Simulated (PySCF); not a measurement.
## Assigning NMR signals

Geometry:
| atom | x (Å) | y (Å) | z (Å) |
| --- | --- | --- | --- |
| F1 | 2.132 | 0.756 | -1.052 |
| C2 | 1.987 | -0.002 | 0.077 |
| C3 | 0.552 | -0.257 | 0.403 |
| C4 | -0.466 | 0.195 | -0.313 |
| C5 | -1.882 | -0.072 | 0.032 |
| Cl6 | -2.681 | -0.948 | -1.305 |
| Cl7 | -2.742 | 1.469 | 0.312 |
| H8 | 2.479 | 0.543 | 0.893 |
| H9 | 2.518 | -0.945 | -0.100 |
| H10 | 0.399 | -0.854 | 1.291 |
| H11 | -0.297 | 0.791 | -1.198 |
| H12 | -1.997 | -0.677 | 0.933 |

How the numbers were obtained: GIAO PBE0/pcSseg-1 shieldings, geometry from GFN2-xTB, in PySCF 2.14.0 with density-fitted response routines (one averaged value for each set of equivalent atoms, a single conformation, non-relativistic Hamiltonian, in vacuum).

Scale: TMS for 13C (σref 186.93) and 1H (σref 31.72) (reference shieldings calculated alike).

(1) Assign these signals to the numbered atoms. 13C{1H} NMR (computed): δ 137.5 (CH), 134.5 (CH), 85.8 (CH), 84.5 (CH2).

(2) Assign these signals to the numbered atoms. 1H NMR (600 MHz, computed): δ 6.41 (m, 1H), 6.14 (d, 1H), 5.62 (m, 1H), 5.34 (m, 2H).

Answers

(1) 
```tsv
δ (ppm)	atoms	environment	reason
137.5	C4	alkene CH	an sp2 carbon of a C=C bond
134.5	C3	alkene CH	–
85.8	C5	allylic sp3 CH bonded to 2 Cl	2 electronegative neighbours deshield it
84.5	C2	allylic sp3 CH2 bonded to F	deshielded by the electronegative neighbour
```

C5 and C2 lie closer than the usual error of such a calculation, so a measured spectrum could show them in the other order.

(2) 
| δ (ppm) | atoms | environment | reason |
| --- | --- | --- | --- |
| 6.41 | H11 | hydrogen on an alkene CH | attached to an sp2 carbon and in the plane of the double bond |
| 6.14 | H12 | hydrogen on an allylic sp3 CH bonded to 2 Cl | its carbon carries Cl, which withdraws density |
| 5.62 | H10 | hydrogen on an alkene CH | a vinylic proton, deshielded by the sp2 carbon and the C=C anisotropy |
| 5.34 | H8/H9 | hydrogen on an allylic sp3 CH2 bonded to F | its carbon carries F, an electronegative neighbour |

Carbons that carry Cl, above all several Cl atoms, come out too deshielded, partly because spin–orbit coupling is missing. Splittings by 19F in the carbon and heteronuclear signals aren't shown, as no couplings were computed. Shifts are as computed. Against solution values, carbons near 30 ppm lie about +3 ppm off and those near 130 ppm about +5 ppm; carbons on Cl a further +6 ppm. Of 1211 compounds with measured shifts, 218 miss one by over three times the rms of a fit or turn the order of signals round; such compounds aren't used in these exercises. No couplings were computed; multiplicities are counted from neighbouring protons, with m where these are inequivalent, close in shift, in a saturated or five-membered ring or joined by F or P, and br s for small geminal =CH2 splittings.
